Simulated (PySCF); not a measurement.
C2H7FOSi2, SMILES C=C[Si@@H](F)O[SiH3]. Atoms are numbered in the order given.

```xyz
13

C      2.6570    -0.5228     0.2899
C      1.6923     0.3102     0.6989
Si     0.3255     0.8491    -0.4290
F      0.5859     0.1064    -1.8509
O     -1.1446     0.3913     0.1476
Si    -2.0063    -0.8708     0.8046
H      2.6783    -0.9102    -0.7345
H      3.4628    -0.8542     0.9544
H      1.7137     0.6737     1.7348
H      0.2693     2.3071    -0.6842
H     -1.1532    -1.6294     1.7686
H     -3.1830    -0.3036     1.5202
H     -2.4691    -1.7912    -0.2737
```

Geometry optimised at PBE0-D3(BJ)/def2-SVP. The structure was generated by enumeration; whether it is a known compound was not checked. The values are those of a single conformer.

The numbers are results of PBE0-D3(BJ)/def2-SVP run with PySCF, not measurements.

Frequencies are harmonic and unscaled.

Computed vibrational spectrum:
```
mode  ν (cm⁻¹)  IR (km/mol)   moving atoms (share of kinetic energy)
----  --------  -----------  ---------------------------------------
1           17          0.1                                   H 89 %
2           45          1.1  H 23 %, Si 21 %, C 20 %, O 18 %, F 17 %
3           56          0.6  Si 29 %, C 25 %, H 23 %, O 13 %, F 10 %
4          106          0.7          C 32 %, H 29 %, O 21 %, Si 11 %
5          168          0.9                   F 41 %, C 30 %, H 17 %
6          251          8.4  O 34 %, H 30 %, C 16 %, Si 11 %, F 10 %
7          325         18.5          O 34 %, F 30 %, Si 16 %, H 13 %
8          409         11.1          C 33 %, Si 29 %, H 24 %, F 12 %
9          545         45.7           H 44 %, C 34 %, O 10 %, Si 8 %
10         606         12.0                   Si 60 %, H 22 %, C 9 %
11         694         10.5                  C 37 %, H 34 %, Si 26 %
12         728         51.1                    H 82 %, Si 9 %, O 8 %
13         736         60.1                   H 80 %, Si 10 %, O 9 %
14         827         32.7                           H 70 %, F 23 %
15         865        392.1                          H 75 %, Si 18 %
16         914        160.2                  Si 38 %, F 32 %, H 28 %
17         949         96.5                                   H 95 %
18         951         82.4                                   H 96 %
19         988        311.1                          H 82 %, Si 14 %
20        1011         37.6                           H 77 %, C 14 %
21        1013         29.6                           H 73 %, C 27 %
22        1043         16.4                                   H 93 %
23        1114        435.5                   O 74 %, Si 17 %, H 8 %
24        1275          7.0                           H 71 %, C 28 %
25        1418         22.8                           H 85 %, C 15 %
26        1687         18.8                           C 87 %, H 13 %
27        2234        102.2                                   H 97 %
28        2249        112.8                                   H 97 %
29        2260        121.0                                   H 97 %
30        2301        143.3                                   H 97 %
31        3145          9.3                                   H 95 %
32        3165          1.4                            H 92 %, C 8 %
33        3246          2.4                           H 89 %, C 11 %
```
